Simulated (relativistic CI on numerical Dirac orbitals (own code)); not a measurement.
## Cu I: calculation against measurement

Method of calculation: Dirac-Coulomb-Breit CI, separate exchange-only KLI orbitals for each configuration, QED by a radiative potential, valence Slater integrals scaled by 0.85, P86 correlation energy added to each configuration (own radial code, finite nucleus).

CI space (outside the closed core [Ar]): 3d10.4s, 3d9.4s2, 3d10.4p, 3d9.4s.4p, 3d10.5s, 3d10.4d, 3d10.5p, 3d10.6s, 3d10.4f, 3d10.6p, 3d10.5d, 3d10.7s, 3d10.5g, 3d10.5f, 3d10.7p, 3d10.6d, 3d9.4s.5s, 3d10.8s, 3d10.8p, 3d9.4s.5p, 3d9.4s.6s, 3d9.4s.4d, 3d9.4s.4f, 3d9.4s.6p, 3d9.4s.5d, 3d9.4s.7s. Double excitations out of closed p, d and f shells are left out; levels of such configurations are missing from the list, as are those of other unlisted configurations, and high levels can miss mixing partners.

```csv
Configuration,Term (tabulated),J,Measured (cm⁻¹),Computed,Error,Purity (%)
3d10.4s,2S,1/2,0.0,0,0,99
3d9.4s2,2D,5/2,11202.6,1699,-9503,100
3d9.4s2,2D,3/2,13245.4,3683,-9563,100
3d10.4p,2P°,1/2,30535.3,24718,-5817,75
3d10.4p,2P°,3/2,30783.7,24890,-5894,79
3d9.4s.4p,4P°,5/2,39018.7,21801,-17218,97
3d9.4s.4p,4P°,3/2,40114.0,22815,-17299,93
3d9.4s.4p,4F°,9/2,40909.1,23228,-17682,99
3d9.4s.4p,4P°,1/2,40943.7,23598,-17345,93
3d9.4s.4p,4F°,7/2,41153.4,23564,-17589,91
3d9.4s.4p,4F°,5/2,41562.9,24027,-17536,87
3d9.4s.4p,4F°,3/2,42302.5,24656,-17646,95
3d10.5s,2S,1/2,43137.2,36554,-6583,100
3d9.4s.4p,4D°,7/2,43513.9,25563,-17951,94
3d9.4s.4p,4D° †,5/2,44406.3,26086,-18321,79
3d9.4s.4p,4D° †,3/2,44544.2,26678,-17866,82
3d9.4s.4p,4D°,1/2,44915.6,27083,-17832,95
3d10.4d,2D,3/2,49935.2,42012,-7923,100
3d10.4d,2D,5/2,49942.1,42017,-7926,100
```

Measured levels from NIST Handbook of Basic Atomic Spectroscopic Data (Sansonetti and Martin, J. Phys. Chem. Ref. Data 34, 1559 (2005)); pairs were made by configuration, J and term (by order where the table uses no LS term), so strongly mixed levels may be paired wrongly.

Mean error by configuration (cm⁻¹): 3d9.4s2 -9533; 3d10.4p -5855; 3d9.4s.4p -17567; 3d10.5s -6583; 3d10.4d -7924. Over the excited levels the mean absolute error is 13207 cm⁻¹ (18 of the 23 excited levels that our extract of the source holds in range could be paired, and the others can miss by more), and the median relative error of those above 1,000 cm⁻¹ is 42 %. † marks terms whose computed intervals miss the measured ones by more than a factor of 2.5, or configurations far off the rest, from wrong mixing, a near crossing or a doubtful label or measurement; they are left out of the means.

Transition probabilities of persistent lines. The last column rescales the computed rate by the cube of measured over computed energy:

```
λ measured (Å)            Lower              Upper  A tabulated (s⁻¹)  A computed  A rescaled
   2225.70 air   3d10.4s 2S_1/2  3d9.4s.4p 4D°_1/2           4.44e+07    4.40e+06    2.01e+07
   2244.26 air   3d10.4s 2S_1/2  3d9.4s.4p 4D°_3/2           1.85e+06    5.26e+05    2.45e+06
   2441.64 air   3d10.4s 2S_1/2  3d9.4s.4p 4P°_1/2           2.01e+06    6.28e+05    3.28e+06
   3247.54 air   3d10.4s 2S_1/2    3d10.4p 2P°_3/2           1.37e+08    5.98e+07    1.13e+08
   3273.96 air   3d10.4s 2S_1/2    3d10.4p 2P°_1/2           1.36e+08    5.29e+07    9.97e+07
   5105.54 air   3d9.4s2 2D_5/2    3d10.4p 2P°_3/2           2.00e+06    7.06e+06    4.25e+06
   5218.20 air  3d10.4p 2P°_3/2     3d10.4d 2D_5/2           7.50e+07    5.87e+07    8.22e+07
```
